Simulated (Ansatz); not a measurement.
Total energies of `NC(S)N[SiH3]`.

| atom | x (Å) | y (Å) | z (Å) |
| --- | --- | --- | --- |
| N1 | 0.899 | -0.257 | 1.773 |
| C2 | 0.441 | 0.365 | 0.557 |
| S3 | -0.562 | 1.853 | 1.010 |
| N4 | -0.212 | -0.622 | -0.233 |
| Si5 | -0.557 | -0.423 | -1.915 |
| H6 | 1.332 | 0.420 | 2.387 |
| H7 | 1.562 | -0.993 | 1.557 |
| H8 | 1.234 | 0.818 | -0.058 |
| H9 | -1.392 | 1.185 | 1.829 |
| H10 | -0.838 | -1.185 | 0.327 |
| H11 | 0.697 | 0.026 | -2.575 |
| H12 | -1.624 | 0.566 | -2.233 |
| H13 | -0.980 | -1.752 | -2.425 |

The species carries charge 0 and has multiplicity 1. All single points use the PBE0-D4/def2-TZVP geometry. It is one conformer, not always the lowest. Basis def2-TZVPP, Ansatz.

RPA on PBE orbitals: Hartree–Fock energy of these orbitals -837.91836 Eh, correlation -1.52150 Eh (frozen core).

```json
{"functional": "B97M-V", "energy without D4 (Eh)": "-840.00762", "D4 term (kJ/mol)": "–"}
{"functional": "r2SCAN0", "energy without D4 (Eh)": "-840.03494", "D4 term (kJ/mol)": "-9.0"}
```

**Question.** Give the same for LDA (SPW92), PBE, revPBE, BLYP, r2SCAN, PBE0, B3LYP, r2SCANh, HSE06 (plane-wave form), BHLYP, CAM-B3LYP, LC-ωPBE, ωB97X-V, ωB97M-V, B2PLYP, PBE-QIDH. (Best estimate.)

**Answer.** Computed: 
| functional | energy without D4 (Eh) | D4 term (kJ/mol) |
| --- | --- | --- |
| LDA (SPW92) | -836.37575 | – |
| PBE | -839.68637 | -30.4 |
| revPBE | -840.01670 | -94.9 |
| BLYP | -840.12824 | -67.2 |
| r2SCAN | -840.06055 | -7.7 |
| PBE0 | -839.76293 | -25.8 |
| B3LYP | -840.24630 | -49.0 |
| r2SCANh | -840.04981 | -8.1 |
| HSE06 (plane-wave form) | -839.74057 | -24.0 |
| BHLYP | -840.10728 | -36.4 |
| CAM-B3LYP | -840.14734 | -26.2 |
| LC-ωPBE | -839.90881 | – |
| ωB97X-V | -840.05205 | – |
| ωB97M-V | -840.08845 | – |
| B2PLYP | -839.82699 | – |
| PBE-QIDH | -839.57436 | – |

B3LYP takes the VWN-RPA correlation (the form of Gaussian; ORCA's B3LYP/G). HSE06 is the plane-wave form, built on full-range PBE exchange. The double hybrids freeze the cores in their second-order part.

LC-ωPBE has ω = 0.4 bohr⁻¹.
